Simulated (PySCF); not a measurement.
Mg(SeH)(GeH3) (GeH4MgSe), SMILES [GeH3][Mg][SeH]. Atoms are numbered in the order given.

```xyz
7

Mg    -0.0088    -0.0788     0.0000
Se    -0.0408    -2.5314     0.0000
H      1.4477    -2.5064     0.0000
Ge     0.0009     2.5049     0.0000
H     -0.7106     3.1260    -1.2408
H      1.4372     3.1128     0.0000
H     -0.7106     3.1260     1.2408
```
Charge 0, spin multiplicity 1.

The structure is a stationary point at PBE-D3(BJ)/def2-SVP. The structure was generated by enumeration; whether it is a known compound was not checked. One conformer was computed; it need not be the lowest.

Two levels are set side by side: PBE/pcSseg-1 (PySCF) and PBE0/pcSseg-1 (PySCF). GIAO shifts against GeH4 (⁷³Ge), Me2Se (⁷⁷Se), TMS (¹H) at the same level; non-relativistic, no solvent, atoms listed together averaged. Differences are taken from unrounded values.

```csv
quantity,PBE0
δ(⁷⁷Se) of Se2 (ppm),-580.7
δ(¹H) of H3 (ppm),-0.43
δ(⁷³Ge) of Ge4 (ppm),-124.2
"δ(¹H) of H5, H6, H7 (ppm)",3.49
```

**Question.** What does PBE give, and how far is it from PBE0? (An estimate is asked for; the answer gives what the named calculation found.)

**Answer.** 
```csv
quantity,PBE,PBE minus PBE0
δ(⁷⁷Se) of Se2 (ppm),-610.0,-29.3
δ(¹H) of H3 (ppm),-0.59,-0.16
δ(⁷³Ge) of Ge4 (ppm),-122.2,2.0
"δ(¹H) of H5, H6, H7 (ppm)",3.53,0.04
```

Rough cost on one machine, each run with all the roots and properties that it gave: PBE0 against PBE within a factor of 2.
